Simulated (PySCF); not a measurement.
Ga(H)2(OSiH3) (GaH₅OSi), SMILES [SiH3][O][GaH2].

The structure is a stationary point at PBE0-D3(BJ)/def2-SVP.

These are TDDFT-CAM-B3LYP/def2-SVPD (PySCF) values and carry that method's errors.

Vertical excitations. The molecule is in vacuum. State labels are in the subgroup Cs.

| state | symmetry | energy (eV) | λ (nm) | f | main pairs |
|---|---|---|---|---|---|
| S1 | A" | 5.51 | 225 | 0.000 | HOMO→LUMO 87 % |
| S2 | A' | 6.62 | 187 | 0.082 | HOMO−1→LUMO 89 % |
| S3 | A" | 6.66 | 186 | 0.004 | HOMO−2→LUMO 78 % |
| S4 | A' | 7.08 | 175 | 0.015 | HOMO→LUMO+1 76 % |
| S5 | A" | 7.24 | 171 | 0.002 | HOMO−1→LUMO+1 80 % |
| S6 | A' | 7.93 | 156 | 0.115 | HOMO→LUMO+2 54 %, HOMO−2→LUMO+1 16 %, HOMO−2→LUMO+2 14 % |
| S7 | A' | 8.06 | 154 | 0.075 | HOMO−2→LUMO+1 41 %, HOMO→LUMO+2 22 %, HOMO→LUMO+3 12 %, HOMO→LUMO+1 9 % |
| S8 | A" | 8.11 | 153 | 0.041 | HOMO−3→LUMO 63 %, HOMO−5→LUMO 30 % |
| S9 | A" | 8.36 | 148 | 0.057 | HOMO−1→LUMO+2 49 %, HOMO−1→LUMO+4 19 %, HOMO−1→LUMO+3 13 %, HOMO−1→LUMO+1 9 % |
| S10 | A' | 8.48 | 146 | 0.020 | HOMO→LUMO+4 67 % |
| T1 | A" | 5.14 | 241 | 0 | HOMO→LUMO 77 %, HOMO−2→LUMO 21 % |
| T2 | A' | 5.97 | 208 | 0 | HOMO−1→LUMO 84 %, HOMO−4→LUMO 13 % |
| T3 | A" | 6.37 | 194 | 0 | HOMO−2→LUMO 62 %, HOMO→LUMO 17 %, HOMO−3→LUMO 16 % |
| T4 | A' | 6.51 | 191 | 0 | HOMO→LUMO+1 48 %, HOMO→LUMO+2 28 % |
Triplets are in the Tamm–Dancoff approximation, which puts them higher than full response would, so one can lie above its singlet here.
